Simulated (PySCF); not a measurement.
# Bond lengths and vibrations by method: AlBH2NO anion

These are calculations, not measurements. The program is PySCF 2.14.0, an open-source quantum chemistry code, run on an isolated molecule that a program drew, which may never have been made. The molecule is AlBH2NO anion (charge -1, singlet), drawn as the SMILES string `N=[B][AlH][O-]`.

The geometry was optimised and harmonic frequencies were computed with HF and MP2, all in the aug-cc-pV(D+d)Z basis, for the commonest isotopes, with a restricted reference for singlets and an unrestricted one otherwise, and a frozen core in MP2. Each result is a local minimum of its method.

Geometry at the HF minimum:
```xyz
6
AlBH2NO anion, angstrom
N    -1.3247    0.7345   -1.1100
B    -0.5450    0.7407   -0.1355
Al    0.8573    0.7302    1.5407
O     0.5017    1.3115    3.0061
H    -1.9764    0.7519   -1.8448
H     2.2465    0.0587    1.0409
```

Lengths of the bonds as drawn, in Å (atoms numbered as above):
| bond | HF | MP2 |
|---|---|---|
| N1-B2 | 1.248 | 1.278 |
| B2-Al3 | 2.185 | 2.172 |
| Al3-O4 | 1.616 | 1.674 |
| N1-H5 | 0.982 | 1.001 |
| Al3-H6 | 1.622 | 1.624 |

Rotational constants, in GHz:
| constant | HF | MP2 |
|---|---|---|
| A | 27.81 | 26.02 |
| B | 2.483 | 2.449 |
| C | 2.28 | 2.238 |

Harmonic frequencies in cm^-1, each column in rising order, so a row needn't be the same motion in every method:
```
rank    HF   MP2
   1   148   130
   2   243     ?
   3   349   315
   4   382   345
   5   430   375
   6   433   417
   7   534   482
   8   749   699
   9  1057   907
  10  1789  1757
  11  1927  1763
  12  4099  3850
```

**Estimate the missing MP2 frequency from the HF column.**

A single factor s that minimises the squared misfit of MP2 against s times HF over the other rows is sum(HF x MP2) / sum(HF^2) = 0.9363, with an rms misfit of 39 cm^-1. For rank 2 it gives 0.9363 x 243 = 228 cm^-1. The calculation gives 215 cm^-1, 13 cm^-1 below the estimate. The drawn bonds are on average 1.5 % longer in MP2 than in HF.
